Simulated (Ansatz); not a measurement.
Cartesian coordinates in Å:
```
F 1.1118 1.5796 -1.0197
C 0.8135 0.2692 -0.8172
F 1.9957 -0.4007 -0.7939
C 0.1065 0.1017 0.4813
C -1.1020 -0.4301 0.5326
I -2.1708 -0.7072 2.2810
H 0.2349 -0.0868 -1.6751
H 0.6407 0.4394 1.3631
H -1.6303 -0.7651 -0.3522
```

Charge 0, multiplicity 1. I takes the def2 core potential.

(1) List the r2SCAN/def2-TZVPP orbital energies in eV (the Gaussian-basis code of Ansatz). (Best estimate.)

Results:

(1) The calculation gave: Occupied: -666.74, -666.74, -277.77, -275.09, -274.08, -185.04, -131.20, -130.88, -130.85, -50.97, -50.86, -50.85, -50.58, -50.58, -33.29, -31.68, -21.89, -19.28, -17.50, -15.73, -14.17, -14.12, -13.59, -11.49, -10.82, -10.67, -10.07, -9.79, -8.76, -8.59, -7.04, -6.67. Lowest empty: -1.84, -1.69, 1.41, 2.09, 2.59, 2.66, 3.21, 3.71.
